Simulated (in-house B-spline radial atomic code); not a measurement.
Successive ionisation energies of tungsten; each step leads to the configuration of the next row (after the last: [He] 2s2 2p1/2(2) 2p3/2(3)). Dirac energy differences include first-order Breit, QED and recoil terms. NIST's values go from ground level to ground level; the uncertainty of those that are theory runs from under 0.1 % in few-electron ions to several per cent in heavy many-electron ones. Computed with a radial B-spline atomic code at the basis-set limit: Dirac-Hartree-Fock, jj configuration that fills j = l - 1/2 first, finite nuclei.

A number in brackets counts the electrons of a j subshell.

```json
{"ion": "W57+", "configuration": "[Ne] 3s2 3p1/2(2) 3p3/2(3)", "ionisation energy (eV)": "5850.5", "tabulated value (eV)": "5840", "tabulated kind": "semi-empirical", "computed minus tabulated (eV)": "10", "highest orbital": "3p3/2", "largest mean radius (bohr)": "0.18728"}
{"ion": "W58+", "configuration": "[Ne] 3s2 3p1/2(2) 3p3/2(2)", "ionisation energy (eV)": "?", "tabulated value (eV)": "?", "tabulated kind": "semi-empirical", "computed minus tabulated (eV)": "?", "highest orbital": "?", "largest mean radius (bohr)": "?"}
{"ion": "W59+", "configuration": "[Ne] 3s2 3p1/2(2) 3p3/2(1)", "ionisation energy (eV)": "6101.7", "tabulated value (eV)": "6093", "tabulated kind": "semi-empirical", "computed minus tabulated (eV)": "9", "highest orbital": "3p3/2", "largest mean radius (bohr)": "0.18545"}
{"ion": "W60+", "configuration": "[Ne] 3s2 3p1/2(2)", "ionisation energy (eV)": "?", "tabulated value (eV)": "?", "tabulated kind": "semi-empirical", "computed minus tabulated (eV)": "?", "highest orbital": "?", "largest mean radius (bohr)": "?"}
{"ion": "W61+", "configuration": "[Ne] 3s2 3p1/2(1)", "ionisation energy (eV)": "6725.0", "tabulated value (eV)": "6735", "tabulated kind": "semi-empirical", "computed minus tabulated (eV)": "-10", "highest orbital": "3p1/2", "largest mean radius (bohr)": "0.18376"}
{"ion": "W62+", "configuration": "[Ne] 3s2", "ionisation energy (eV)": "6996.9", "tabulated value (eV)": "7000", "tabulated kind": "semi-empirical", "computed minus tabulated (eV)": "-3", "highest orbital": "3s1/2", "largest mean radius (bohr)": "0.18306"}
{"ion": "W63+", "configuration": "[Ne] 3s1", "ionisation energy (eV)": "7130.5", "tabulated value (eV)": "7130", "tabulated kind": "semi-empirical", "computed minus tabulated (eV)": "0", "highest orbital": "3s1/2", "largest mean radius (bohr)": "0.18228"}
{"ion": "W64+", "configuration": "[He] 2s2 2p6", "ionisation energy (eV)": "15602.6", "tabulated value (eV)": "15566", "tabulated kind": "semi-empirical", "computed minus tabulated (eV)": "37", "highest orbital": "2p3/2", "largest mean radius (bohr)": "0.075624"}
```

(1) Fill in the row of W58+.

(2) Fill in the row of W60+.

(3) Where is the largest jump?

(4) How far is this level of theory from the measured and semi-empirical values?

Answers

(1) ionisation energy (eV): 5975.6; tabulated value (eV): 5970; computed minus tabulated (eV): 6; highest orbital: 3p3/2; largest mean radius (bohr): 0.18636.

(2) ionisation energy (eV): 6583.9; tabulated value (eV): 6596; computed minus tabulated (eV): -12; highest orbital: 3p1/2; largest mean radius (bohr): 0.18448.

(3) From W63+ to W64+, by a factor of 2.19 (7130.5 to 15603 eV); the highest orbital goes from 3s1/2 to 2p3/2.

(4) Over those 8 rows the differences run from -12.1 to +36.6 eV (mean absolute value 11 eV). The calculation leaves out correlation and, in open shells, the multiplet splittings that an average leaves out.
